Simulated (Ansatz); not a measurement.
```yaml
atoms:
  - { symbol: C, position_ang: [0.0000, 0.0000, -1.4124] }
  - { symbol: C, position_ang: [0.0000, 0.0000, 0.0000] }
  - { symbol: C, position_ang: [0.0000, 0.0000, 1.4124] }
  - { symbol: H, position_ang: [0.0000, -1.0117, -2.0249] }
  - { symbol: H, position_ang: [0.0000, 1.0117, -2.0249] }
  - { symbol: H, position_ang: [-1.0117, 0.0000, 2.0249] }
  - { symbol: H, position_ang: [1.0117, 0.0000, 2.0249] }
```

Basis set: cc-pVDZ (spherical functions). Correlated methods keep 3 orbitals frozen. Charge 0, multiplicity 1.

Computed with Ansatz (development build ahead of 0.2.0); each method stands on the lowest determinant of its kind that the runs found. Restricted open shells among the atoms or ions are ROHF, correlated in semicanonical orbitals with singles.

(1) Give the atomization energy at this shape (free ground-state atoms in the same class of orbitals less the molecule, no zero-point energy) of singlet C₃H₄ by RHF-MP2, RHF.

Answers

(1)

```
 method  atomization energy
RHF-MP2       2677.8 kJ/mol
    RHF       2033.4 kJ/mol
```

Caution: no unrestricted run beside it, a lower state can exist; the shape is not the minimum.
